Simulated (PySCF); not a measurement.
Compound: C2H6GeO.
Z-matrix (Å and degrees, PBE0-D3(BJ)/def2-SVP geometry), rows numbered from 1:
```
C 
C   1  1.5051
O   2  1.2047  1  122.92
Ge  2  2.0146  1  118.90  3   178.61
H   1  1.0993  2  110.12  3    -1.48
H   1  1.1024  2  109.93  3  -123.03
H   1  1.1022  2  109.77  3   119.92
H   4  1.5398  2  107.67  1   -94.50
H   4  1.5422  2  112.16  1    25.11
H   4  1.5345  2  108.07  1   147.13
```

The closed-shell ground state was solved at several levels (PySCF, density fitting, gas phase). Relativistic effects, spin–orbit coupling among them, are left out although an element past zinc is present.

```tsv
level	basis functions	HOMO (eV)	LUMO (eV)	gap (eV)	dipole (D)
PBE/pcSseg-2	255	-5.57	-2.28	3.29	2.35
PBE0/pcSseg-1	122	-6.92	-1.06	5.86	2.45
CAM-B3LYP/def2-SVPD	149	-8.34	0.04	8.38	2.66
```

**Question.** What might B3LYP/pcJ-1 (pcSseg-1 on Ge) (182 basis functions) give for the same quantities?

**Answer.** HOMO -6.70 eV, LUMO -1.30 eV, gap 5.40 eV, dipole 2.43 D.

**Question.** Over all these levels, which gives the widest orbital gap and which the narrowest?

**Answer.** CAM-B3LYP/def2-SVPD (range-separated hybrid) has the widest, 8.38 eV, and PBE/pcSseg-2 (GGA) the narrowest, 3.29 eV. Functional and basis both differ between the two, so the spread mixes both effects.

**Question.** How far do the dipole and the HOMO energy spread over the levels?

**Answer.** The dipole runs from 2.35 to 2.66 D (mean 2.47 D) and the HOMO from -8.34 to -5.57 eV.
